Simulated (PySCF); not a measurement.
Geometry:
```tsv
atom	x (Å)	y (Å)	z (Å)
C1	-0.429	-0.996	-0.405
C2	-1.114	0.233	0.208
O3	-0.115	0.982	0.875
Si4	1.370	0.679	0.160
O5	0.869	-0.597	-0.804
H6	-0.361	-1.813	0.339
H7	-0.981	-1.377	-1.278
H8	-1.899	-0.055	0.925
H9	-1.583	0.849	-0.583
H10	2.371	0.311	1.198
H11	1.884	1.789	-0.687
```

Geometry: PBE0-D3(BJ)/def2-SVP; GIAO shifts from PySCF 2.14, gas phase, non-relativistic, averaged over equivalent atoms.

At PBE0/pcSseg-1 (122 basis functions, 8.7 s wall time on 1 thread of an Arm Neoverse V1, shared host):
```csv
atoms,δ (ppm)
C1/C2,66.9
O3/O5,36.8
Si4,2.0
H10/H11,5.03
H6/H7/H8/H9,3.92
```

Chemical shifts δ = σref − σ; $^{13}$C (σref 184.41) and $^{29}$Si (σref 351.99) and $^{1}$H (σref 31.27) vs TMS; $^{17}$O (σref 334.56) vs H2O, all at this level.

Estimate the result of repeating the calculation with KT3/pcSseg-2.

## Answers


```tsv
atoms	δ at KT3/pcSseg-2	change
C1/C2	69.8	+2.9
O3/O5	50.2	+13.4
Si4	-6.5	-8.5
H10/H11	5.18	+0.15
H6/H7/H8/H9	3.99	+0.07
```

Scale: TMS for $^{13}$C (σ = 181.31 ppm) and $^{29}$Si (σ = 358.24 ppm) and $^{1}$H (σ = 31.35 ppm); H2O for $^{17}$O (σ = 323.80 ppm) (reference shieldings calculated alike).

The largest change is at O3/O5 (oxygen bonded to C, Si, in a 5-membered ring). Cost: 271 basis functions, 43 s wall time on 1 thread of an Arm Neoverse V1, shared host.

Experimental scales use liquid or dissolved standards, which lie at an offset from isolated H2O (liquid H2O: subtract about 36 ppm).
